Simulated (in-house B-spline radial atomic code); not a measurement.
**RPA and G0W0 on BHandHLYP: the argon ion Ar³⁺**

Configuration [Ne] 3s2 3p3, highest spin, mean-field start BHandHLYP. Computed with a B-spline radial code for spherical atoms: all electrons, scalar-relativistic (spin-free one-electron X2C), finite nucleus, each spin shell either full or empty, empty states to l = 9 with an (l + 1/2)⁻⁴ tail; G0W0 by contour deformation at full frequency.

Command:
```bash
python run_gw.py task.json out
```
Settings (radii: box in bohr, nucleus in fm):
```
Z                        18
electrons                15
configuration            [Ne] 3s2 3p3
hamiltonian              x2c
method                   bhandhlyp
lmax                     9
rms_radius               3.4274
spin_polarised           True
box_radius               14.14
intervals                69
```

Run time, properties included: 2.9 s on 1 thread of Arm Neoverse N1 (shared host).

Energies (hartree):

| term | value |
| --- | --- |
| mean-field total | -526.30164 |
| Hartree-Fock functional on these orbitals | -525.67981 |
| direct second order | -0.96551 |
| second-order exchange | 0.35193 |
| SOSEX correction | 0.32383 |

Task: What is the RPA correlation energy, and what remains with SOSEX?

Result: RPA gives -0.86273 hartree (-1.57 eV per electron); RPA + SOSEX gives -0.5389, and the second-order doubles -0.61358 hartree (no singles). RPA lacks exchange-type terms and so overcorrelates at short range.

Quasi-particle levels (eV):

```json
{"level": "3p up", "occupied": "yes", "mean field": "-55.53", "Σx - vxc": "-3.59", "Σc": "?", "QP weight": "?", "G0W0": "?"}
{"level": "3s down", "occupied": "yes", "mean field": "-66.19", "Σx - vxc": "-1.45", "Σc": "-2.34", "QP weight": "0.954", "G0W0": "-69.98"}
{"level": "2p down", "occupied": "yes", "mean field": "-292.77", "Σx - vxc": "-13.90", "Σc": "6.36", "QP weight": "0.894", "G0W0": "-300.31"}
{"level": "3p down", "occupied": "no", "mean field": "-43.67", "Σx - vxc": "5.46", "Σc": "-2.76", "QP weight": "0.953", "G0W0": "-40.97"}
```

G0W0 = mean field + (Σx - vxc) + Σc, with Σc (partial-wave tail included) taken at the quasi-particle energy. Only the outer levels were computed. Levels of low weight are left out.

Task: Where does G0W0 put 3p up?

Result: At -59.41 eV, with Σc = -0.28 eV and a quasi-particle weight of 0.953. The tabulated removal energy is 59.58 ± 0.18 eV (NIST, semi-empirical); the calculation leaves out spin-orbit coupling, Breit and QED terms, and what these don't explain is the method's own error.
